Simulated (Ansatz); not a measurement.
The inner images of a band of AlCl2H5O2Si (11 atoms, charge 0, multiplicity 1) are given out of order.

Computed with RKS PBE0-D4/def2-SVP in Ansatz.

Initial state:

```xyz
11
Properties=species:S:1:pos:R:3
Al -0.063 0.205 0.361
O -0.752 -0.649 1.685
H -1.386 -1.364 1.615
Cl 1.887 -0.322 -0.316
Cl -1.340 0.951 -1.148
O 0.404 1.632 1.559
Si 1.908 2.489 1.653
H 2.945 1.606 2.240
H 2.193 2.909 0.264
H 1.634 3.647 2.545
H -0.019 1.326 2.381
```

Final state:

```xyz
11
Properties=species:S:1:pos:R:3
Al 0.314 0.250 0.300
O -0.763 -0.498 1.753
H -1.707 -0.489 1.533
Cl 1.631 -1.259 -0.342
Cl -1.300 0.732 -0.992
O 0.934 1.501 1.293
Si 1.988 2.730 1.612
H 3.335 2.194 1.978
H 2.135 3.638 0.434
H 1.470 3.526 2.768
H -0.628 0.105 2.503
```

Q: Put them in order from the first end to the last, with their energies above the first end.
A.
```xyz
11
Properties=species:S:1:pos:R:3
Al 0.038 0.285 0.118
O -0.580 -0.412 1.688
H -1.498 -0.615 1.894
Cl 1.708 -0.674 -0.723
Cl -1.491 0.955 -1.160
O 0.574 1.507 1.402
Si 1.901 2.466 1.818
H 3.027 1.608 2.280
H 2.289 3.236 0.606
H 1.476 3.381 2.914
H -0.035 0.694 2.003
```
B.
```xyz
11
Properties=species:S:1:pos:R:3
Al 0.240 0.339 0.238
O -0.669 -0.522 1.741
H -1.626 -0.606 1.613
Cl 1.673 -0.999 -0.522
Cl -1.460 0.724 -0.967
O 0.790 1.597 1.272
Si 1.972 2.686 1.653
H 3.179 1.985 2.190
H 2.376 3.491 0.461
H 1.456 3.607 2.712
H -0.520 0.129 2.449
```
C.
```xyz
11
Properties=species:S:1:pos:R:3
Al 0.171 0.360 0.148
O -0.588 -0.445 1.750
H -1.539 -0.585 1.849
Cl 1.718 -0.835 -0.620
Cl -1.487 0.756 -1.093
O 0.657 1.602 1.267
Si 1.916 2.579 1.714
H 3.048 1.757 2.243
H 2.386 3.376 0.545
H 1.449 3.494 2.798
H -0.320 0.371 2.240
```
D.
```xyz
11
Properties=species:S:1:pos:R:3
Al -0.038 0.158 0.302
O -0.726 -0.572 1.708
H -1.497 -1.137 1.748
Cl 1.856 -0.501 -0.389
Cl -1.352 0.866 -1.193
O 0.472 1.591 1.480
Si 1.910 2.519 1.688
H 3.001 1.649 2.194
H 2.194 3.093 0.354
H 1.560 3.563 2.688
H 0.030 1.200 2.262
```
E.
```xyz
11
Properties=species:S:1:pos:R:3
Al -0.026 0.152 0.216
O -0.665 -0.504 1.704
H -1.541 -0.866 1.839
Cl 1.766 -0.656 -0.555
Cl -1.426 0.870 -1.188
O 0.549 1.545 1.410
Si 1.916 2.519 1.755
H 3.028 1.663 2.243
H 2.244 3.204 0.483
H 1.484 3.474 2.809
H 0.082 1.028 2.125
```

A: D (+0.021 eV), E (+0.081 eV), A (+0.258 eV), C (-0.142 eV), B (-0.221 eV).

Run time: 4.3 min on 4 threads of Arm Neoverse V2 (shared host), peak memory 0.36 GiB.
